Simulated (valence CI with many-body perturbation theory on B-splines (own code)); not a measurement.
Results of a calculation; reference values are marked as such.
**Sensitivity of CI+MBPT for Bi LI**

Method: configuration interaction combined with many-body perturbation theory (CI+MBPT): five valence electrons over a frozen Dirac-Fock core [Ar] 3d10, a basis of 6 s, 6 p, 5 d, 3 f, 1 g functions for each j, with the one-electron correlation potential Σ1 (screened to all orders), the two-electron term Σ2, the three-electron term Σ3, Breit, model QED; selected single and double excitations, second order for the rest, scaled by the run's own slope (own B-spline code, finite nucleus).

No measured spectrum was set against this ion. As an estimate, large intervals hold to a few tenths of a per cent, small ones and those within an open d or f shell to about a per cent. Among the levels kept, up to 380 cm⁻¹ of a level comes from second order outside the variational space, and about a tenth of that is noise between levels of different J, which matters for small intervals.

The reference run has the lowest level (4s^2 4p1/2^2 4p3/2) J=3/2 and an ionisation energy of 2837.36 eV. Its largest variational space holds 9998 state functions.

Levels are named by their leading jj configuration (3d3/2^4 stands for four electrons in 3d with j = 3/2), which in mixed levels can hold well under half, so a name can repeat and another be missing. Letters in brackets count levels of one name in rising energy.

Changed runs:
A. correlating orbitals by l 3 3 3 2 1 → 4 4 3 0 0; Breit term on → off; QED terms on → off
B. scale of Σ1 1 → 0.8; highest l in the core sums 6 → 5
C. highest l in the core sums 6 → 4
D. factor on the speed of light 1 → 0.9 (bad on purpose)

Excitation energies of the reference run in cm⁻¹, and shifts in cm⁻¹:

```
                             Level  Reference       A      B      C        D
        (4s^2 4p1/2 4p3/2^2) J=3/2    1366720  +14027   -539   +106  +462638
        (4s^2 4p1/2 4p3/2^2) J=5/2    1418390  +15303   -541   +101  +462025
        (4s^2 4p1/2 4p3/2^2) J=1/2    1484110  +14593   -544    +96  +462846
        (4s^2 4p1/2^2 4d3/2) J=3/2    1504950   +7843   +373   -136   +21142
        (4s^2 4p1/2^2 4d5/2) J=5/2    1867850  +13613   +147   -135  +100799
        (4s 4p1/2^2 4p3/2^2) J=5/2    2357230  +17911   -264    -54  +507922
        (4s 4p1/2^2 4p3/2^2) J=1/2    2498890  +17787   -276    -63  +512440
        (4s 4p1/2^2 4p3/2^2) J=3/2    2514880  +18293   -270    -55  +510063
              (4s^2 4p3/2^3) J=3/2    2860290  +28884  -1081   +201  +925721
(4s^2 4p1/2 4p3/2 4d3/2) J=5/2 [a]    2863120  +22595   -163    -32  +482089
(4s^2 4p1/2 4p3/2 4d3/2) J=3/2 [a]    2869320  +21991   -166    -52  +483837
(4s^2 4p1/2 4p3/2 4d3/2) J=1/2 [a]    2870460  +21343   -165    -73  +482989
            Ionisation energy (eV)    2837.36   +2.40  -0.32  +0.07    +9.36
```
